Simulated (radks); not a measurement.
Polarisability of the vanadium ion V+, [Ar] 3d4, at imaginary frequency. Method: non-relativistic Kohn-Sham, PBE, spin-unpolarised, spherical densities, point nucleus; computed with a radial shooting solver on a logarithmic mesh with Libxc functionals. Response by self-consistent Sternheimer equations with the Hartree and adiabatic LDA kernel.

w (hartree),alpha1(iw) (bohr^3)
0.00266,21.54
0.0143,21.36
0.0360,20.46
0.0697,18.16
0.118,14.71
0.186,11.25
0.280,8.480
0.413,6.336
0.605,4.626
0.892,3.242
1.35,2.122
2.12,1.232
3.59,0.5859
6.94,0.2050
17.5,0.04316

Static values: alpha1 = 21.54 bohr^3 (3.192 angstrom^3; uncoupled 27.10). C6 = 82.16, triple-dipole C9 = 1099 atomic units. One-pole (London) frequency 4 C6 / (3 alpha1^2) = 0.236 hartree, against 0.332 for minus the highest occupied eigenvalue.
